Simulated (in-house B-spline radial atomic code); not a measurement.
Sn⁴⁺. Computed with a B-spline radial atomic code. Model: all-electron spherical atom, spin shells full or empty, radial basis limit, no spin-orbit coupling: exact exchange with a local potential (Slater, KLI or optimised effective potential, whose far tail is KLI's), no correlation.

Exchange potential has not reached -1/r at the last radius.

The run also made RPA and GW results, which its time includes.

The Slater potential averages the orbital exchange potentials with the orbital densities as weights, KLI adds orbital constants, and the optimised effective potential minimises the exact-exchange energy among local potentials. So their energies lie above Hartree-Fock in the order OEP, KLI, Slater. All fall off as −1/r, unlike LDA and GGA exchange.

Command:
```bash
python run_gw.py task.json out
```
Settings (lengths in bohr, energies in hartree):
```
Z                      50
electrons              46
configuration          [Kr] 4d10
hamiltonian            nr
method                 kli
lmax                   9
spin_polarised         False
box_radius             11.96
intervals              74
```

Cost of the run: 6.2 s on 1 thread of Arm Neoverse N1, with other jobs on the host.

Given: hamiltonian non-relativistic; mean-field start exchange-only KLI.

Computed: energy above Hartree-Fock 19.18 millihartree; virial ratio -E/T less 1 0.000338.

| radius (bohr) | r times exchange potential (hartree bohr) |
| --- | --- |
| 0.001 | -0.039551 |
| 0.00124 | -0.048986 |
| 0.00155 | -0.061126 |
| 0.00193 | -0.075909 |
| 0.0024 | -0.094023 |
| 0.00299 | -0.11644 |
| 0.00372 | -0.1436 |
| 0.00463 | -0.17642 |
| 0.00576 | -0.21537 |
| 0.00717 | -0.26087 |
| 0.00892 | -0.31219 |
| 0.0111 | -0.36788 |
| 0.0138 | -0.42428 |
| 0.0172 | -0.4768 |
| 0.0214 | -0.51708 |
| 0.0266 | -0.53842 |
| 0.0332 | -0.5411 |
| 0.0413 | -0.5476 |
| 0.0514 | -0.60352 |
| 0.0639 | -0.7192 |
| 0.0796 | -0.85025 |
| 0.099 | -0.94248 |
| 0.123 | -0.9648 |
| 0.153 | -0.94573 |
| 0.191 | ? |
| 0.238 | -1.2412 |
| 0.296 | -1.3989 |
| 0.368 | -1.3775 |
| 0.458 | -1.1592 |
| 0.57 | -1.0713 |
| 0.71 | ? |
| 0.883 | -1.6038 |
| 1.1 | -1.6468 |
| 1.37 | -1.5312 |
| 1.7 | -1.3599 |
| 2.12 | -1.2104 |
| 2.64 | -1.1157 |

What belongs in the row 0.191?

r times exchange potential (hartree bohr): -1.0291.

What belongs in the row 0.71?

r times exchange potential (hartree bohr): -1.369.

| occupied | level (hartree) | Hartree-Fock level (hartree) |
| --- | --- | --- |
| 1s | -1029.4 | -1042.8 |
| 2s | ? | ? |
| 2p | -143.8 | -148.02 |
| 3s | ? | ? |
| 3p | -27.156 | -28.736 |
| 3d | -19.679 | -20.694 |
| 4s | -6.4463 | -7.0192 |
| 4p | -5.1043 | -5.4838 |
| 4d | -2.8731 | -2.8765 |

What belongs in the row 2s?

level (hartree): -153.6; Hartree-Fock level (hartree): -158.51.

What belongs in the row 3s?

level (hartree): -31.192; Hartree-Fock level (hartree): -33.123.

| empty | level (hartree) |
| --- | --- |
| 5s | -1.9412 |
| 5p | ? |
| 5d | -1.1013 |
| 6s | -0.97286 |
| 4f | -0.92609 |

What belongs in the row 5p?

level (hartree): -1.6027.

The highest level, 4d, differs from Hartree-Fock by +0.094 eV and the deepest, 1s, by +363 eV: a local potential can match the highest level but can't give each shell its own exchange.
